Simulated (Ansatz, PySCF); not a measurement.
C4H9O2, SMILES CO[CH]C(C)O, multiplicity 2. Atoms are numbered in the order given.

```xyz
15

C      2.5839    -0.6976     0.0132
O      1.4146    -0.1095    -0.4843
C      0.2720    -0.4492     0.1407
C     -0.9373     0.3024    -0.2780
C     -2.2069    -0.4666     0.0566
O     -0.9290     1.5717     0.3615
H      2.5480    -1.7986    -0.0685
H      2.7506    -0.4277     1.0720
H      3.4246    -0.3222    -0.5847
H      0.3536    -0.8315     1.1681
H     -0.8618     0.4331    -1.3770
H     -3.1000     0.1020    -0.2484
H     -2.2716    -0.6354     1.1428
H     -2.2340    -1.4407    -0.4539
H     -1.6796     2.0728     0.0237
```
Charge 0, spin multiplicity 2.

Coordinates come from a PBE0-D3(BJ)/def2-SVP optimisation. The isomer is the one that the SMILES or the coordinates give; other isomers of the formula were not compared. Other conformers were not sampled.

Two levels are set side by side: PBE-D3(BJ)/def2-SVP (Ansatz, a program for electronic structure) and PBE0-D3(BJ)/def2-SVP (Ansatz). Each level has its own optimised geometry; the coordinates shown are those of the second. Frequencies come from the Hessian of PySCF at each geometry. Differences are taken from unrounded values.

| quantity | PBE0-D3(BJ) | PBE-D3(BJ) | PBE-D3(BJ) minus PBE0-D3(BJ) |
|---|---|---|---|
| mean bond length (Å) | 1.211 | 1.221 | 0.010 |
| bond C1–O2 (Å) | 1.400 | 1.415 | 0.015 |
| bond O2–C3 (Å) | 1.346 | 1.358 | 0.013 |
| bond C3–C4 (Å) | 1.484 | 1.488 | 0.004 |
| bond C4–C5 (Å) | 1.522 | 1.532 | 0.010 |
| bond C4–O6 (Å) | 1.421 | 1.441 | 0.020 |
| bond C1–H7 (Å) | 1.105 | 1.114 | 0.009 |
| bond C1–H8 (Å) | 1.105 | 1.114 | 0.009 |
| bond C1–H9 (Å) | 1.098 | 1.106 | 0.008 |
| bond C3–H10 (Å) | 1.099 | 1.107 | 0.008 |
| bond C4–H11 (Å) | 1.109 | 1.119 | 0.010 |
| bond C5–H12 (Å) | 1.102 | 1.110 | 0.008 |
| bond C5–H13 (Å) | 1.101 | 1.109 | 0.008 |
| bond C5–H14 (Å) | 1.100 | 1.108 | 0.008 |
| bond O6–H15 (Å) | 0.964 | 0.977 | 0.013 |
| highest harmonic wavenumber (cm⁻¹) | 3860 | 3663 | -197 |
| mean harmonic wavenumber (cm⁻¹) | 1441 | 1387 | -54 |
| zero-point energy (kcal/mol) | 80.34 | 77.34 | -3.00 |

GGA bonds tend to be longer and softer than those of functionals with exact exchange. Differences between two approximate levels are no errors against the true value.
